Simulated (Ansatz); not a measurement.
`F[C@@H]1[O][Ge@H]1[SiH3]` + `F[SiH2]P` → `F[SiH2]P[SiH3]` + `F[CH]1[O][GeH2]1`  (cleavage of the Si–Ge bond)

Calculated with Ansatz (gas phase, PBE0-D4/def2-TZVP geometries, no zero-point term in ΔE). CBS: MP2 limit from def2 TZ/QZ plus the TZ coupled-cluster correction, frozen cores. DFT in def2-TZVPP. B3LYP here is the variant with VWN-RPA as its local correlation; programs differ in this. For Ge outer-core shells are correlated without core-valence functions, which leaves a few kJ/mol of doubt a bond. Scalar relativity is left out up to krypton. One conformer a species, not always the lowest.

```tsv
level	ΔE (kJ/mol)	difference from CCSD(T)/CBS
B3LYP-D4	3.1	3.0
B2PLYP	3.7	3.6
PBE	5.1	5.0
B3LYP	7.7	7.6
MP2/def2-TZVPP	-2.8	-2.9
SCS-MP2/def2-TZVPP	-0.9	-1.0
CCSD/def2-TZVPP	1.3	1.2
CCSD(T)/def2-TZVPP	1.1	1.0
SCS-MP2/def2-QZVPP	-2.1	-2.2
HF/CBS(def2)	-0.9	-1.0
CCSD(T)/CBS	0.1	0
```

Largest T1 diagnostic among the species: 0.016.

From PBE to PBE0 (25 % exact exchange), in def2-TZVPP and without D4, ΔE moves by −3.5 kJ/mol. The D4 term adds −4.6 kJ/mol with B3LYP and −2.3 kJ/mol with PBE0; it sums over pairs of atoms, weighted by their polarisabilities, and B3LYP, whose exchange is more repulsive, gets the larger term.
